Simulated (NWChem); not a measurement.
System meant: ScCl$_{2}$ cation; SMILES [Cl][Sc+][Cl]

Here is an NWChem input.

```
start job
memory heap 200 mb stack 700 mb global 900 mb
charge 1
geometry units angstroms noautosym nocenter noautoz
  Sc     0.000000     0.000000     0.781372
  Cl     1.802450     0.000000    -0.460012
  Cl    -1.802450     0.000000    -0.460012
end
basis spherical
  Sc library def2-svp
  Cl library def2-svp
end
dft
  xc xtpss03 ctpss03
  iterations 150
end
property
  shielding 2 1 2
end
task dft property
```

End of the output:

```
 Vector   30  Occ=0.000000D+00  E=-3.396269D-01
              MO Center=  2.7D-06, -1.7D-10,  5.9D-01, r^2= 1.7D+00
   Bfn.  Coefficient  Atom+Function         Bfn.  Coefficient  Atom+Function
  ----- ------------  ---------------      ----- ------------  ---------------
    15      0.786983  1 Sc d -2              20      0.323746  1 Sc d -2
    43     -0.231576  2 Cl py                61      0.231573  3 Cl py
    40     -0.148649  2 Cl py                58      0.148648  3 Cl py
    37     -0.084166  2 Cl py                55      0.084165  3 Cl py

 center of mass
 --------------
 x =   0.00000000 y =   0.00000000 z =   0.04860461

 moments of inertia (a.u.)
 ------------------
         150.595599260438           0.000000000000           0.000000000000
           0.000000000000         961.996470722054           0.000000000000
           0.000000000000           0.000000000000         811.400871461616

     Multipole analysis of the density
     ---------------------------------

     L   x y z        total         alpha         beta         nuclear
     -   - - -        -----         -----         ----         -------
     0   0 0 0      1.000000    -27.000000    -27.000000     55.000000

     1   1 0 0      0.000041      0.000021      0.000021      0.000000
     1   0 1 0      0.000000      0.000000      0.000000      0.000000
     1   0 0 1      2.579347      0.563637      0.563637      1.452073

     2   2 0 0    -27.636337   -211.048200   -211.048200    394.460064
     2   1 1 0      0.000000      0.000000      0.000000      0.000000
     2   1 0 1     -0.000043     -0.000021     -0.000021      0.000000
     2   0 2 0    -25.387743    -12.693871    -12.693871      0.000000
     2   0 1 1      0.000000      0.000000      0.000000      0.000000
     2   0 0 2    -20.598355    -46.038678    -46.038678     71.479000

          -----------------------------------------
          Chemical Shielding Tensors (GIAO, in ppm)
          -----------------------------------------

 ------------------------------------------------------------------------
  xtpss03: d2 not coded                    0
 ------------------------------------------------------------------------
 ------------------------------------------------------------------------
  current input line :
    20: task dft property
 ------------------------------------------------------------------------
 ------------------------------------------------------------------------
 This error has not yet been assigned to a category
 ------------------------------------------------------------------------
 For more information see the NWChem manual at https://nwchemgit.github.io

0: xtpss03: d2 not coded:Received an Error in Communication
```

**Question.** Can this run be used? If not, why, and what is the fix?

**Answer.** The run crashed. Cause: this functional's second derivatives, which shieldings need, aren't coded here; the fix takes a hybrid GGA instead. This input runs:
```
start job
memory heap 200 mb stack 700 mb global 900 mb
charge 1
geometry units angstroms noautosym nocenter noautoz
  Sc     0.000000     0.000000     0.781372
  Cl     1.802450     0.000000    -0.460012
  Cl    -1.802450     0.000000    -0.460012
end
basis spherical
  Sc library def2-svp
  Cl library def2-svp
end
dft
  xc pbe0
  iterations 150
end
property
  shielding 2 1 2
end
task dft property
```
It converges to -1680.09779 Ha (PBE0/def2-SVP, GIAO).
